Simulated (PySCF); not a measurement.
ClCu, charge -1, doublet, at a GFN2-xTB geometry (such geometries of metal compounds can be far from the true shape) (the multiplicity is a formal guess) (in this run its highest filled SCF level lies above zero, so its values depend strongly on the basis, on diffuse functions most of all). Base run: PySCF with B3LYP/6-31G.

Input for PySCF:
```python
from pyscf import gto, scf, dft

mol = gto.Mole()
mol.atom = '''
    Cu   -0.00000000   -0.00000000   -0.78939767
    Cl    0.00000000    0.00000000    1.34661955
'''
mol.basis = '6-31g'
mol.charge = -1
mol.spin = 1
mol.verbose = 4
mol.build()

mf = dft.UKS(mol)
mf.xc = 'b3lyp'
mf.kernel()
mf.analyze()
```

The base run was repeated with changes; each row names its change, and settings that it needs were set with it.

| change | E (Eh) | HOMO (eV) | <S^2> | outcome |
|---|---|---|---|---|
| base | -2100.47875 | 0.85 | 0.764 | converged |
| functional = tpssh | -2100.42647 | 1.05 | 0.766 | converged |
| functional = mn12l | - | - | - | not converged |
| functional = b3lyp5 | -2100.29494 | 0.93 | 0.764 | converged |
| functional = m062x | -2100.36550 | -0.16 | 0.764 | converged |
| functional = scan | -2100.57288 | 1.51 | 0.770 | converged |
| functional = pbe0; dispersion = d3zero | -2100.02108 | 0.64 | 0.772 | converged |
| functional = x3lyp | -2100.33747 | 0.83 | 0.765 | converged |
| functional = bhandhlyp | -2100.37296 | -0.08 | 0.771 | converged |
| functional = pbe; dispersion = d3zero | -2099.96865 | 2.20 | 0.758 | converged |
| functional = r2scan | -2100.36543 | 1.72 | 0.767 | converged |
| functional = pbe | -2099.96863 | 2.20 | 0.758 | converged |
| functional = pbe0; dispersion = d4 | -2100.02208 | 0.64 | 0.772 | converged |

Absolute energies of different levels of theory aren't comparable as measures of quality.

Open shells are given as the SCF converged; they aren't shown to be the lowest states, and a large step between rows can be another state.
